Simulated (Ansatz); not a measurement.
Relaxation of Cu4Br4⁺ with UKS PBE-D4/def2-SVP.

```sh
$ ansatz run in.yaml --threads 4 --pin off --events-out ev --progress --plain --max-ram 6963MiB
```

```yaml
crystal:
  periodic: [false, false, false]
  atoms:
    - {symbol: Cu, position_ang: [-1.854720, -2.025630, -0.016090]}
    - {symbol: Cu, position_ang: [-2.026910, 1.845100, -0.043830]}
    - {symbol: Cu, position_ang: [1.852870, 2.025110, 0.014550]}
    - {symbol: Cu, position_ang: [2.027600, -1.845370, 0.046990]}
    - {symbol: Br, position_ang: [3.211760, 0.145300, 0.008030]}
    - {symbol: Br, position_ang: [0.145450, -3.197290, 0.065280]}
    - {symbol: Br, position_ang: [-3.210130, -0.148170, -0.086880]}
    - {symbol: Br, position_ang: [-0.145910, 3.200950, 0.011950]}
basis:
  gaussian: {orbitals: def2-SVP}
total_charge: 1
magnetization: {spin_polarized: true, initial_magnetization: 1}
hamiltonian: {xc: pbe, dispersion: d4}
scf: {lower_state_search: "off"}
output: {orbitals: {seedname: orbitals}}
relax: {f_tol: 0.03, max_steps: 70}
```

It took 2.7 min on 4 threads of Arm Neoverse V1 on a shared host, peak host memory 0.73 GiB.

Positions (Å) and forces (eV/Å) at steps 1, 2, 3, 4, 5, 6, 7, 10, 13 of 13:

```xyz
8
step=1 energy=-458622.6617 eV
Cu   -1.855   -2.026   -0.016    0.465    0.485    0.008
Cu   -2.027    1.845   -0.044    0.498   -0.447    0.012
Cu    1.853    2.025    0.015   -0.449   -0.499   -0.003
Cu    2.028   -1.845    0.047   -0.495    0.446   -0.011
Br    3.212    0.145    0.008    0.281    0.030    0.004
Br    0.145   -3.197    0.065    0.002   -0.288   -0.001
Br   -3.210   -0.148   -0.087   -0.288   -0.002   -0.007
Br   -0.146    3.201    0.012   -0.015    0.275   -0.004
8
step=2 energy=-458623.1065 eV
Cu   -1.723   -1.882   -0.014    0.289    0.304    0.004
Cu   -1.883    1.715   -0.040    0.308   -0.279    0.006
Cu    1.721    1.881    0.014   -0.280   -0.311   -0.004
Cu    1.884   -1.715    0.044   -0.309    0.279   -0.009
Br    3.259    0.148    0.007   -0.057    0.005    0.006
Br    0.148   -3.248    0.067   -0.008    0.055   -0.006
Br   -3.258   -0.149   -0.090    0.054    0.005    0.006
Br   -0.148    3.250    0.013    0.003   -0.059   -0.004
8
step=3 energy=-458623.2757 eV
Cu   -1.642   -1.798   -0.012    0.217    0.237    0.002
Cu   -1.797    1.640   -0.039    0.236   -0.216    0.005
Cu    1.642    1.798    0.012   -0.216   -0.238   -0.002
Cu    1.797   -1.640    0.041   -0.236    0.216   -0.006
Br    3.242    0.148    0.010    0.019    0.002    0.004
Br    0.147   -3.239    0.064    0.000   -0.020   -0.003
Br   -3.240   -0.148   -0.087   -0.019   -0.001    0.003
Br   -0.148    3.240    0.011   -0.001    0.019   -0.003
8
step=4 energy=-458623.4860 eV
Cu   -1.510   -1.655   -0.011    0.155    0.165    0.001
Cu   -1.653    1.510   -0.037    0.169   -0.150    0.004
Cu    1.509    1.655    0.011   -0.154   -0.165   -0.001
Cu    1.653   -1.510    0.037   -0.168    0.150   -0.004
Br    3.233    0.147    0.014   -0.028    0.000    0.002
Br    0.147   -3.235    0.061   -0.002    0.030   -0.003
Br   -3.232   -0.148   -0.084    0.027    0.002    0.003
Br   -0.148    3.236    0.008    0.001   -0.032   -0.003
8
step=5 energy=-458623.6213 eV
Cu   -1.377   -1.512   -0.010    0.064    0.074    0.001
Cu   -1.509    1.379   -0.034    0.070   -0.069    0.002
Cu    1.377    1.512    0.010   -0.064   -0.075   -0.001
Cu    1.509   -1.379    0.034   -0.071    0.068   -0.002
Br    3.212    0.146    0.017   -0.007    0.000   -0.001
Br    0.146   -3.215    0.058    0.000    0.005    0.001
Br   -3.211   -0.147   -0.080    0.008    0.000   -0.001
Br   -0.147    3.215    0.005    0.000   -0.003    0.001
8
step=6 energy=-458623.7232 eV
Cu   -1.305   -1.430   -0.010    0.295    0.321    0.002
Cu   -1.429    1.305   -0.032    0.323   -0.292    0.007
Cu    1.305    1.430    0.009   -0.295   -0.320   -0.002
Cu    1.429   -1.305    0.032   -0.322    0.293   -0.007
Br    3.198    0.146    0.014    0.225    0.010    0.001
Br    0.145   -3.198    0.060    0.010   -0.222    0.004
Br   -3.196   -0.146   -0.082   -0.225   -0.010   -0.006
Br   -0.146    3.199    0.008   -0.010    0.220    0.001
8
step=7 energy=-458623.7938 eV
Cu   -1.174   -1.287   -0.009   -0.279   -0.307   -0.002
Cu   -1.286    1.174   -0.028   -0.306    0.280   -0.007
Cu    1.174    1.287    0.008    0.279    0.307    0.002
Cu    1.286   -1.174    0.029    0.306   -0.280    0.007
Br    3.187    0.145    0.015   -0.185   -0.008    0.000
Br    0.145   -3.186    0.059   -0.008    0.185   -0.005
Br   -3.186   -0.146   -0.081    0.184    0.009    0.006
Br   -0.146    3.187    0.007    0.008   -0.187   -0.002
8
step=10 energy=-458623.8453 eV
Cu   -1.245   -1.364   -0.009   -0.006   -0.006    0.000
Cu   -1.306    1.192   -0.029    0.009   -0.008    0.000
Cu    1.245    1.364    0.009    0.006    0.007    0.000
Cu    1.306   -1.192    0.029   -0.009    0.008    0.000
Br    3.188    0.136    0.016   -0.003    0.000    0.001
Br    0.154   -3.186    0.058    0.000    0.003   -0.001
Br   -3.187   -0.136   -0.080    0.003    0.000    0.001
Br   -0.155    3.187    0.006    0.000   -0.003   -0.001
8
step=13 energy=-458623.8501 eV
Cu   -1.286   -1.409   -0.009   -0.013   -0.015    0.000
Cu   -1.257    1.147   -0.028    0.025   -0.022    0.001
Cu    1.286    1.409    0.010    0.013    0.015    0.000
Cu    1.257   -1.147    0.028   -0.025    0.022    0.000
Br    3.187    0.121    0.024   -0.021   -0.003    0.000
Br    0.169   -3.184    0.050    0.001    0.021   -0.001
Br   -3.186   -0.122   -0.072    0.021    0.003    0.001
Br   -0.169    3.185   -0.002   -0.001   -0.021    0.000
```

Another isomer (doublet) lies 0.61 eV lower at PBE0-D4/def2-SVP; other spin states weren't run for this one.
